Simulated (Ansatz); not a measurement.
`C[Te][GeH3]` + `C=C(F)Br` → `C=C(F)[Te]C` + `[GeH3][Br]`  (formal exchange of groups at a Te–Ge bond)

Gas-phase electronic energies from Ansatz, PBE0-D4/def2-TZVP geometries. CCSD(T)/CBS adds triple-zeta CCSD(T) − MP2 to the extrapolated MP2 energy (def2 sets, frozen cores). Functionals use def2-TZVPP. B3LYP here is the variant with VWN-RPA as its local correlation; programs differ in this. Elements past krypton have def2 core potentials. For Br, Ge, Te outer-core shells are correlated without core-valence functions, which leaves a few kJ/mol of doubt a bond. Scalar relativity is left out up to krypton. One conformer a species, not always the lowest.

| level | ΔE (kJ/mol) | difference from CCSD(T)/CBS |
| --- | --- | --- |
| PBE0-D4 | -37.2 | 7.4 |
| r2SCAN | -39.7 | 4.9 |
| B3LYP | -42.1 | 2.5 |
| HF/def2-TZVPP | -53.3 | -8.7 |
| MP2/def2-TZVPP | -42.5 | 2.1 |
| SCS-MP2/def2-TZVPP | -45.2 | -0.6 |
| CCSD/def2-TZVPP | -44.8 | -0.2 |
| HF/def2-QZVPP | -54.0 | -9.4 |
| MP2/def2-QZVPP | -43.1 | 1.5 |
| CCSD/CBS(def2) | -45.5 | -0.9 |
| CCSD(T)/CBS | -44.6 | 0 |

Largest T1 diagnostic among the species: 0.012.

In def2-TZVPP, CCSD(T) changes the Hartree–Fock value by +9.4 kJ/mol (the triples alone add +0.9 kJ/mol) and MP2 by +10.8 kJ/mol.
